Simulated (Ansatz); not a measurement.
`BB(O)Br` + HBr → `OB(Br)Br` + BH₃ at 700 K and 1 bar (cleavage of the B–B bond).

Isolated molecules relaxed with PBE0-D4/def2-TZVP in Ansatz; ΔE leaves out vibrations. CCSD(T)/CBS adds triple-zeta CCSD(T) − MP2 to the extrapolated MP2 energy (def2 sets, frozen cores). This one scheme is used for every species. For Br outer-core shells are correlated without core-valence functions, which leaves a few kJ/mol of doubt a bond. Scalar relativity is left out up to krypton. Each species was taken in one conformer, which may not be the lowest.

| species | CCSD(T)/CBS energy (Eh) | H − E (kJ/mol) | S (J/(mol·K)) |
| --- | --- | --- | --- |
| `BB(O)Br` | -2699.94100 | 162.3 | 401.5 |
| HBr | -2573.91920 | 36.5 | 223.7 |
| `OB(Br)Br` | -5247.33602 | 101.5 | 387.3 |
| BH₃ | -26.55200 | 96.5 | 225.0 |

H − E and S are ideal-gas, rigid-rotor, harmonic terms from PBE0-D4/def2-TZVP, for one conformer and one mirror image of each species. 1 Eh = 2625.50 kJ/mol, R = 8.31446 J/(mol·K).

**Question.** By hand: ΔE, ΔH, ΔS and ΔG.

**Answer.** ΔE = (-5247.33602) + (-26.55200) − (-2699.94100) − (-2573.91920) = -0.02782 Eh = -73.0 kJ/mol. Δ(H − E) = 101.5 + 96.5 − 162.3 − 36.5 = -0.8, so ΔH = -73.8 kJ/mol. ΔS = 387.3 + 225.0 − 401.5 − 223.7 = -12.9 J/(mol·K). ΔG = -73.8 − 700 × (-12.9)/1000 = -64.8 kJ/mol.

**Question.** By hand: the equilibrium constant, and the temperature at which ΔG would vanish if ΔH and ΔS stayed fixed.

**Answer.** log₁₀ K = −ΔG/(RT ln 10) = 4.8. ΔG = 0 at ΔH/ΔS = 5721 K, far beyond where these terms or the molecules hold.

The number of gas molecules stays the same, so ΔS is small and ΔH decides. A doubt of 5 kJ/mol in ΔE shifts log₁₀ K by 0.4 here. Other conformers and mirror images would add mixing entropy, several J/(mol·K) or more a flexible species. These are equilibria of isolated gas molecules and say nothing of rates. Largest T1 diagnostic: 0.011 (customary marks: 0.02 for closed shells, 0.045 for open ones).
